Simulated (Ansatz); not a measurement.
Total energies of `[NH]=[V]([NH2])([OH])[F]`.

Z-matrix (Å, degrees):
```
V
N 1 1.817
O 1 1.769 2 110.4
N 1 1.605 2 104.1 3 -119.2
F 1 1.749 2 110.6 3 120.6
H 2 1.012 1 120.3 3 -52.9
H 2 1.006 1 127.1 3 120.8
H 3 0.959 1 123.1 2 -113.7
H 4 1.011 1 166.2 2 -128.1
```

Total charge 0; spin multiplicity 1. Correlated methods include outer-core shells of V, which these sets cover unevenly. Scalar relativity is left out up to krypton. The geometry is a stationary point of PBE0-D4/def2-TZVP. It is one conformer, not always the lowest. Basis def2-TZVPP, the Gaussian-basis code of Ansatz.

RPA on PBE orbitals: Hartree–Fock energy of these orbitals -1228.40957 Eh, correlation -2.27590 Eh (frozen core).

```
 functional  energy without D4 (Eh)  D4 term (kJ/mol)
LDA (SPW92)             -1227.09289                 –
        PBE             -1230.76424             -17.2
     revPBE             -1231.09427             -50.8
       BLYP             -1231.28013             -37.8
     B97M-V             -1230.94671                 –
      B3LYP             -1231.27135             -27.8
    r2SCANh             -1231.06144              -4.4
    LC-ωPBE             -1230.87712                 –
    ωB97M-V             -1231.07410                 –
     B2PLYP             -1230.92718                 –
```

Give the same for r2SCAN, PBE0, r2SCAN0, HSE06 (plane-wave form), BHLYP, CAM-B3LYP, ωB97X-V, PBE-QIDH. (Best estimate.)

The calculation gave: 
```tsv
functional	energy without D4 (Eh)	D4 term (kJ/mol)
r2SCAN	-1231.11217	-4.2
PBE0	-1230.72472	-14.5
r2SCAN0	-1230.98839	-4.9
HSE06 (plane-wave form)	-1230.70421	-13.5
BHLYP	-1231.00822	-21.3
CAM-B3LYP	-1231.18164	-14.7
ωB97X-V	-1230.99782	–
PBE-QIDH	-1230.58317	–
```

B3LYP takes the VWN-RPA correlation (the form of Gaussian; ORCA's B3LYP/G). HSE06 is the plane-wave form, built on full-range PBE exchange. The double hybrids freeze the cores in their second-order part.

LC-ωPBE has ω = 0.4 bohr⁻¹.
